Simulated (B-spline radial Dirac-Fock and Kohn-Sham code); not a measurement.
**Binding energies of Re⁶⁰⁺ at several levels of theory**

System: Re⁶⁰⁺, configuration [Ne] 3s2 3p3.

The density-functional columns are spherical, spin-unpolarised Dirac-Kohn-Sham results without Breit or QED terms: −ε is minus the orbital energy of the initial state and ΔSCF the difference of two total energies. The reference in the last column comes from ΔSCF Dirac-Fock with Breit, self-energy and vacuum polarisation, finite nucleus, configuration average. All numbers are from an atomic code on a B-spline grid, in eV; a selection of levels is shown. For the 1s level of heavy atoms much of the gap between ΔSCF and the reference is the Breit and QED part, -364.0 eV here; for other levels the error of the functional can be larger.

```csv
level,LDA −ε,LDA ΔSCF,Dirac-Fock
K,76291.7,76914.7,76559.8
L1,17001.7,17154.6,17189.6
L3,15060.0,15225.4,15204.5
M1,6809.2,6872.6,6866.9
"M2,3",6377.1,6442.0,6430.2
```

Values without a named source are computed, but for edge energies of neutral atoms, which are taken from tables.
